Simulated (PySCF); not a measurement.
## Assigning NMR signals

Atom-mapped SMILES (the numbers label the heavy atoms): `[F:1][c:2]1[cH:3][c:4]2[cH:5][cH:6][cH:7][cH:8][c:9]2[cH:10][c:11]1[Cl:12]`; H(Xn) means a hydrogen on atom n.

Method: geometry from GFN2-xTB, shielding tensors at PBE0/pcSseg-1 (GIAO), in PySCF (in vacuum, one computed conformer, no relativistic terms).

Chemical shifts δ = σref − σ; 13C (σ = 186.93 ppm) and 1H (σ = 31.72 ppm) against TMS, all at this level.

Question: Assign these signals to the numbered atoms. 13C{1H} NMR (computed): δ 166.2 (C), 136.5 (C), 136.2 (CH), 134.2 (C), 133.2 (CH), 133.1 (C), 133.0 (CH), 132.8 (CH), 131.7 (CH), 119.0 (CH).

Answer: 
166.2 → C2, aromatic carbon bearing fluorine: an ipso carbon deshielded by its heteroatom
136.5 → C4, ring-fusion aromatic carbon
136.2 → C10, aromatic CH: the aromatic region
134.2 → C9, ring-fusion aromatic carbon
133.2 → C8, aromatic CH: the aromatic region
133.1 → C11, aromatic carbon bearing chlorine
133.0 → C5, aromatic CH: the aromatic region
132.8 → C6, aromatic CH
131.7 → C7, aromatic CH
119.0 → C3, aromatic CH

C4 and C10; C9 and C8; C8 and C11; C11 and C5; C5 and C6; C6 and C7 lie closer than the usual error of such a calculation, so a measured spectrum could show them in the other order.

Question: Assign these signals to the numbered atoms. 1H NMR (500 MHz, computed): δ 8.20 (m, 1H), 8.07 (d, 1H), 8.07 (d, 1H), 7.88 (m, 1H), 7.86 (m, 1H), 7.84 (m, 1H).

Answer: 
| δ (ppm) | atoms | environment | reason |
| --- | --- | --- | --- |
| 8.20 | H(C10) | hydrogen on an aromatic CH | ring-current deshielding |
| 8.07 | H(C5) | hydrogen on an aromatic CH | – |
| 8.07 | H(C8) | hydrogen on an aromatic CH | – |
| 7.88 | H(C6) | hydrogen on an aromatic CH | – |
| 7.86 | H(C3) | hydrogen on an aromatic CH | – |
| 7.84 | H(C7) | hydrogen on an aromatic CH | – |

H(C5) and H(C8); H(C6) and H(C3); H(C3) and H(C7) lie closer than the usual error of such a calculation, so a measured spectrum could show them in the other order.

Carbons that carry Cl, above all several Cl atoms, come out too deshielded, partly because spin–orbit coupling is missing. Splittings by 19F in the carbon and heteronuclear signals aren't shown, as no couplings were computed. Shifts are as computed. Against solution values, carbons near 30 ppm lie about +3 ppm off and those near 130 ppm about +5 ppm; carbons on Cl a further +6 ppm. Of 1211 compounds with measured shifts, 218 miss one by over three times the rms of a fit or turn the order of signals round; such compounds aren't used in these exercises. Multiplicities follow the n + 1 count of equivalent neighbours, as no J values were calculated; m marks all less simple cases, F and P coupling included.
